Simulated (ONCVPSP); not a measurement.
osmium (Os): variants of one ONCV potential

Base potential:

ONCVPSP 4.0.1 input, shortened (lines: element, Z, core and valence counts, functional; n l f; lmax; l rc ep ncon nbas qcut; lloc lpopt rc5 dvloc0; l nproj debl; icmod fcfact rcfact), PBE, fully relativistic:

```
  Os 76.00   11    3        4      upf
    1    0    2.00
    2    0    2.00
    2    1    6.00
    3    0    2.00
    3    1    6.00
    3    2   10.00
    4    0    2.00
    4    1    6.00
    4    2   10.00
    4    3   14.00
    5    0    2.00
    5    1    6.00
    5    2    6.00
    6    0    2.00
    2
    0    2.70    0.00    4    9    2.60
    1    1.60    0.00    4    8    8.30
    2    1.90    0.00    5   10    9.00
    4    5    1.50    2.00
    0    2    2.90
    1    1    3.30
    2    2    0.70
    1    0.40    0.00
```

Open shells are filled in proportion to 2j + 1.

Cutoffs, loose and tight: the cutoffs (Ha) at which the residual kinetic energy of the hardest occupied pseudo-wave falls to 1 and 0.1 mHa per electron. They do not see the model core or the augmentation charge, which bear on the density cutoff. Test errors are all-electron minus pseudo excitation energies from the reference, over the configurations 5p6 5d6 6s1; 5p6 5d6 6s0; 5p6 5d5 6s0; 5p6 5d7 6s1. A dash means not determined; rows that change the core or the reference have their own tests. The largest error is taken over the tests solved by every variant that gives reliable tests at all: 5p6 5d6 6s0; 5p6 5d6 6s1; 5p6 5d7 6s1.

A true bound ghost makes a file unfit for plane-wave use even where its test errors are small: the radial tests pick states by their node count and pass the ghost by.

```tsv
change	outcome	cutoff, loose	cutoff, tight	bound ghosts	GHOST(+) flags above zero	largest test error (meV)
base	generated	24 Ha	29 Ha	p3/2	s	-41
p: nbas 7	generated	24 Ha	29 Ha	p3/2	s	-41
core correction polynomial model core, fcfact 0.54	generated	24 Ha	29 Ha	p3/2	s	-41
s: debl 2.1	generated	24 Ha	29 Ha	s, p3/2	none	-42
d: qcut 6.6	generated	24 Ha	29 Ha	p3/2	s	-41
d: ncon 4, nbas 9	generated	24 Ha	29 Ha	p3/2	s	-41
```

Question: What comes out with this change to the base: p: rc 2.1?

Answer: outcome: generated; cutoff, loose: 17 Ha; cutoff, tight: 21 Ha; bound ghosts: none; GHOST(+) flags above zero: s; largest test error (meV): -40.

Question: What comes out with this change to the base: all radii but the core radius scaled by about 1.26 (s 3.42, p 2.02, d 2.40 bohr); local potential polynomial inside 1.90 bohr (lpopt 5, dvloc0 2 Ha)?

Answer: outcome: generated; cutoff, loose: 16 Ha; cutoff, tight: 20 Ha; bound ghosts: none; GHOST(+) flags above zero: s; largest test error (meV): -96.
